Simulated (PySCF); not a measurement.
## Ti³⁺ (titanium, charge +3) across methods

[Ar] 3d1, 2D determinant. All numbers are calculated (PySCF 2.14, no relativity, point nucleus, in def2-TZVPPD (6s6p4d2f1g, 67 functions)).

```
   method  E (hartree)  mean ε 3p α (eV)  mean ε 3p β (eV)  mean ε 3d α (eV)  Σ⟨r²⟩ (bohr²)   ⟨S²⟩
   r2SCAN     -847.530           -72.277           -71.073           -36.016          12.96  0.751
      LDA     -845.474           -71.301           -70.311           -35.555          13.02  0.750
      PBE     -847.317           -71.264           -70.261           -35.666          13.00  0.750
     PBE0     -847.373           -74.308           -72.984           -37.860          12.97  0.751
BHandHLYP     -847.584           -77.177           -75.522           -40.085          12.98  0.751
   PBEsol     -846.365           -71.171           -70.160           -35.504          13.00  0.750
    B3LYP     -847.575           -73.708           -72.463           -37.581          13.00  0.751
      UHF   -846.73865           -82.192           -79.744           -43.596          12.98  0.752
  r2SCAN0     -847.532           -74.984           -73.518           -38.145          12.95  0.751
```
